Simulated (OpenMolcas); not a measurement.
# Zn+: CASPT2 settings compared

- Program: OpenMolcas
- Basis: ANO-L-VQZP [7s6p4d3f2g]
- Scalar Hamiltonian: non-relativistic, point nucleus
- Active space: 1 electron in 4 orbitals (4s 4p)
- State averaging: 2S+1 = 2 even, 1 root; 2S+1 = 2 odd, 3 roots
- Spin-orbit coupling: state interaction with AMFI integrals over the reference wave functions, term energies averaged over their components

Methods on the same reference wave functions:
A. CASSCF
B. SS-CASPT2, IPEA 0.5 Eh, imaginary shift 0.2 Eh (closed shells correlated: 3s 3p 3d)
C. SS-CASPT2, IPEA 0.35 Eh, imaginary shift 0.5 Eh (closed shells correlated: 3d)
D. XMS-CASPT2, IPEA 0.1 Eh, imaginary shift 0.4 Eh (closed shells correlated: 3d)

Energies in cm-1 above 4s 2S 1/2, the measured ground level; measured values from NIST Handbook of Basic Atomic Spectroscopic Data.

```json
{"Level": "4s 2S 1/2", "A": "0.0", "B": "0.0", "C": "0.0", "D": "0.0", "Measured": "0.0"}
{"Level": "4p 2P* 1/2", "A": "43445", "B": "47385", "C": "46896", "D": "46827", "Measured": "48481"}
{"Level": "4p 2P* 3/2", "A": "44115", "B": "48055", "C": "47566", "D": "47496", "Measured": "49355"}
```

Deviations, from unrounded energies. A percentage is the sum of absolute deviations over the sum of measured energies, with the sign that they share, or ± where signs differ.

```csv
Against measurement,Levels,A,B,C,D
mean absolute deviation (cm-1),2,5100,1200,1700,1800
other configurations (%),2,-10.5,-2.4,-3.4,-3.6
```

B lies closest to measurement on these levels and A furthest from it. The largest miss of B in the table is 4p 2P* 3/2, by -1300 cm-1. The ranking rests on the paired levels alone, and a cruder setting can come out closer through cancelling errors.

Among B to D the level of the table that moves most is 4p 2P* 3/2, by 560 cm-1 (lowest in D, highest in B).

The lowest spin-free term lies below A's lowest term by 0.897 hartree in B, 0.495 hartree in C, 0.496 hartree in D.

With one active electron the reference holds no correlation, so core polarisation is missing (holds for A). With one active electron, CASPT2 adds the correlation within the correlated inactive shells and between them and that electron, and leaves the splitting within a term as the reference gives it (holds for B; C; D). Computed and measured levels are paired by configuration, term and J; levels that our copy of the source lacks, or whose pairing is in doubt (as where it misses far off the trend of its configuration), stay unpaired and out of the deviations. Only configurations of the active space appear.

* marks odd parity.
